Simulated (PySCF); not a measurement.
SMILES N#C[SiH2]CO (C2H5NOSi) (B3LYP/def2-SVP optimised geometry):

```
10

N      2.249    -1.015     0.000
C      1.087    -1.015     0.000
Si    -0.779    -0.892     0.000
C     -1.159     0.965     0.177
O     -0.548     1.716    -0.858
H     -1.241    -1.435    -1.302
H     -1.283    -1.716     1.133
H     -0.884     1.323     1.191
H     -2.249     1.114     0.087
H      0.412     1.674    -0.745
```

Computed with B3LYP/def2-TZVP (PySCF).

Task: What are the frontier orbital energies and the dipole moment?

Result: HOMO-2 -9.66 eV, HOMO-1 -9.55 eV, HOMO -7.84 eV, LUMO -1.02 eV, LUMO+1 -0.77 eV; dipole moment 3.14 D.

Meta-Löwdin charges at B3LYP/def2-TZVP: N1 -0.18, C2 -0.15, Si3 0.64, C4 -0.21, O5 -0.52, H6 -0.08, H7 -0.08, H8 0.11, H9 0.13, H10 0.34.
